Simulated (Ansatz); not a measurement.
CH9AlOSi2 (`[AlH2][O]C[SiH2][SiH3]`). Total charge 0; spin multiplicity 1. All single points use the PBE0-D4/def2-TZVP geometry. It is one conformer, not always the lowest.

```xyz
14

Al   -0.603    2.818    1.579
O    -1.096    1.298    1.026
C    -0.435    0.069    0.854
Si   -0.184   -0.292   -0.992
Si    0.938   -2.322   -1.323
H    -1.693    3.956    1.540
H     0.886    2.983    2.094
H     0.540    0.049    1.362
H    -1.034   -0.733    1.302
H     0.617    0.822   -1.579
H    -1.502   -0.324   -1.681
H     1.138   -2.581   -2.775
H     0.157   -3.450   -0.746
H     2.272   -2.294   -0.662
```

(1) What is the dipole moment at ωB97M-V/def2-TZVPP? (An estimate is asked.)

(2) And with PBE, r2SCAN, B3LYP? (Best estimate.)

(3) Give the Mulliken charges with ωB97M-V, r2SCAN, B3LYP in def2-TZVPP. (An estimate is asked.)

Answers

(1) The calculation gave: 0.81 D, with components (0.48, -0.19, 0.62) D in this frame, pointing from negative to positive charge.

(2) Ansatz gave: PBE 0.79 D, r2SCAN 0.80 D, B3LYP 0.81 D.

(3) The calculation gave: 
```
atom  ωB97M-V  r2SCAN  B3LYP
 Al1     0.44    0.54   0.50
  O2    -0.37   -0.39  -0.38
  C3    -0.17   -0.03  -0.08
 Si4     0.17    0.24   0.24
 Si5     0.03    0.15   0.14
  H6    -0.10   -0.15  -0.13
  H7    -0.12   -0.17  -0.15
  H8     0.11    0.06   0.09
  H9     0.12    0.07   0.10
 H10    -0.04   -0.08  -0.08
 H11    -0.02   -0.07  -0.07
 H12    -0.02   -0.06  -0.05
 H13    -0.02   -0.06  -0.06
 H14    -0.02   -0.06  -0.06
```

B3LYP here is the variant with VWN-RPA as its local correlation; programs differ in this.
